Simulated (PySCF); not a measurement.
B(Me)(OH)(SeH) (CH₅BOSe), SMILES CB(O)[SeH].

Geometry: B3LYP-D3(BJ)/def2-SVP. The structure was generated by enumeration, and PubChem lists no compound with its InChIKey, so it may never have been made. The values are those of a single conformer.

Two levels are set side by side: TDA-PBE/def2-SVPD (PySCF) and TDA-LC-ωPBE/def2-SVPD (PySCF). Vertical, same geometry. The lowest singlet is HOMO→LUMO+1 98 % with PBE and HOMO→LUMO+4 73 % with the other functional; states are paired by order. Differences are taken from unrounded values.

```tsv
quantity	TDA-LC-ωPBE	TDA-PBE	TDA-PBE minus TDA-LC-ωPBE
lowest singlet excitation (eV)	6.00	5.20	-0.80
lowest triplet excitation (TDA) (eV)	5.46	4.69	-0.78
first bright state (f over 0.05) (eV)	6.62	5.78	-0.85
its oscillator strength	0.19	0.16	-0.03
```

Functionals without exact exchange tend to place singlet excitations lower, as here. Differences between two approximate levels are no errors against the true value.

Rough cost on one machine, each run with all the roots and properties that it gave: TDA-LC-ωPBE against TDA-PBE about 3 times.
